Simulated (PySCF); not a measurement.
A side-by-side comparison of computed properties.

First species: C4H5F3GeOSi.
InChI=1S/C4H5F3GeOSi/c5-4(6,7)3(9)10-2-1-8/h10H2,8H3

Second species: C5H3F3S.
Bonds: F1–C2, C2–F3, C2–F4, C2–C5, C5–C6 (aromatic), C6–C7 (aromatic), C7–S8 (aromatic), S8–C9 (aromatic), C5–C9 (aromatic). Hydrogens: H10 on C6; H11 on C7; H12 on C9.

Levels: CAM-B3LYP/def2-SVPD for dipole moment, HOMO energy, LUMO energy, HOMO–LUMO gap, static isotropic polarisability and electronic spatial extent ⟨r²⟩ about the centre of nuclear charge; TDDFT CAM-B3LYP/def2-SVPD for lowest singlet excitation; TDA CAM-B3LYP/def2-SVPD for lowest triplet excitation (Tamm–Dancoff); ΔSCF CAM-B3LYP/def2-SVPD for vertical ionisation energy; PBE0-D3(BJ)/def2-SVP for rotational constant A and rotational constant C. Geometries: PBE0-D3(BJ)/def2-SVP. Each species is one conformer at its optimised geometry, gas phase, non-relativistic unless stated; the electronic structure was computed with PySCF and density fitting.

Dipoles, sizes and rotational constants follow the conformer. The torsions of the flexible species, by atom-mapped SMILES:
- `[O:1]=[C:2]([SiH2:3][C:4]#[C:5][GeH3:6])[C:7]([F:8])([F:9])[F:10]`: O1–C2–Si3–C4 -160°, O1–C2–C7–F8 116°
- `[F:1][C:2]([F:3])([F:4])[c:5]1[cH:6][cH:7][s:8][cH:9]1`: F1–C2–C5–C6 54°

Values for the first species:

| Item | Value |
| --- | --- |
| Dipole moment | 3.17 D |
| HOMO energy | -9.27 eV |
| LUMO energy | -1.18 eV |
| HOMO–LUMO gap | 8.09 eV |
| Lowest singlet excitation | 3.46 eV |
| Lowest triplet excitation (Tamm–Dancoff) | 2.78 eV |
| Static isotropic polarisability | 110.5 au |
| Vertical ionisation energy | 9.98 eV |
| Electronic spatial extent ⟨r²⟩ about the centre of nuclear charge | 3529 bohr² |
| Rotational constant A | 1.519 GHz |
| Rotational constant C | 0.268 GHz |

**Question.** Estimate the same properties for the second species, and the change in each.

**Answer.** 
```json
{"property": "dipole moment", "first": "3.17 D", "second": "2.48 D", "second less first": "-0.69 D"}
{"property": "HOMO energy", "first": "-9.27 eV", "second": "-8.84 eV", "second less first": "+0.43 eV"}
{"property": "LUMO energy", "first": "-1.18 eV", "second": "0.02 eV", "second less first": "+1.20 eV"}
{"property": "HOMO–LUMO gap", "first": "8.09 eV", "second": "8.86 eV", "second less first": "+0.77 eV"}
{"property": "lowest singlet excitation", "first": "3.46 eV", "second": "5.86 eV", "second less first": "+2.40 eV"}
{"property": "lowest triplet excitation (Tamm–Dancoff)", "first": "2.78 eV", "second": "3.84 eV", "second less first": "+1.06 eV"}
{"property": "static isotropic polarisability", "first": "110.5 au", "second": "75.4 au", "second less first": "-35.1 au"}
{"property": "vertical ionisation energy", "first": "9.98 eV", "second": "9.58 eV", "second less first": "-0.40 eV"}
{"property": "electronic spatial extent ⟨r²⟩ about the centre of nuclear charge", "first": "3529 bohr²", "second": "1350 bohr²", "second less first": "-2179 bohr²"}
{"property": "rotational constant A", "first": "1.519 GHz", "second": "3.182 GHz", "second less first": "+1.663 GHz"}
{"property": "rotational constant C", "first": "0.268 GHz", "second": "0.795 GHz", "second less first": "+0.527 GHz"}
```

On the first: The 10 singlets span 3.46 to 7.63 eV, and their oscillator strengths add up to 0.35. S1 lies 4.63 eV below the HOMO–LUMO gap; its leading configuration is HOMO→LUMO, weight 0.80. Relativistic effects, spin–orbit coupling among them, are left out although an element past zinc is present.

On the second: The principal polarisabilities are 53.2, 78.9 and 94.0 au; their mean is the isotropic value. The ΔSCF ionisation energy exceeds −ε(HOMO) by 0.74 eV with CAM-B3LYP.
